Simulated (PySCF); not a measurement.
C₂H₄FNSi, SMILES F[C@H]1[SiH2]C=N1. Atoms are numbered in the order given.

```xyz
9

F     -0.9705    -1.6535    -0.1572
C     -0.5900    -0.4772     0.4381
N     -1.0896     0.7026    -0.3047
C     -0.0290     1.4318    -0.4500
Si     1.2190     0.1671     0.1871
H     -1.0098    -0.4585     1.4591
H     -0.0923     2.4338    -0.8962
H      2.1425     0.4569     1.3224
H      1.9692    -0.5362    -0.8861
```
Charge 0, spin multiplicity 1.

Geometry optimised at TPSSh-D3(BJ)/def2-SVP. The structure was generated by enumeration; whether it is a known compound was not checked.

Two levels are set side by side: PBE/pcSseg-1 (PySCF) and KT2/pcSseg-1 (PySCF). GIAO shifts against CFCl3 (¹⁹F), NH3 (¹⁵N), TMS (²⁹Si), TMS (¹H), TMS (¹³C) at the same level; non-relativistic, no solvent, atoms listed together averaged. Differences are taken from unrounded values.

| quantity | KT2 |
|---|---|
| δ(¹⁹F) of F1 (ppm) | -195.4 |
| δ(¹³C) of C2 (ppm) | 104.9 |
| δ(¹⁵N) of N3 (ppm) | 513.5 |
| δ(¹³C) of C4 (ppm) | 180.6 |
| δ(²⁹Si) of Si5 (ppm) | -3.7 |
| δ(¹H) of H6 (ppm) | 6.36 |
| δ(¹H) of H7 (ppm) | 8.80 |

Q: What does PBE give, and how far is it from KT2? (The exact figures need the calculation; the answer reports its results.)

A: 
```json
[
 {"quantity": "δ(¹⁹F) of F1 (ppm)", "PBE": "-191.6", "PBE minus KT2": "3.8"},
 {"quantity": "δ(¹³C) of C2 (ppm)", "PBE": "108.1", "PBE minus KT2": "3.2"},
 {"quantity": "δ(¹⁵N) of N3 (ppm)", "PBE": "544.5", "PBE minus KT2": "31.0"},
 {"quantity": "δ(¹³C) of C4 (ppm)", "PBE": "194.5", "PBE minus KT2": "13.9"},
 {"quantity": "δ(²⁹Si) of Si5 (ppm)", "PBE": "-10.3", "PBE minus KT2": "-6.6"},
 {"quantity": "δ(¹H) of H6 (ppm)", "PBE": "6.41", "PBE minus KT2": "0.05"},
 {"quantity": "δ(¹H) of H7 (ppm)", "PBE": "9.19", "PBE minus KT2": "0.39"}
]
```

Rough cost on one machine, each run with all the roots and properties that it gave: KT2 against PBE within a factor of 2.
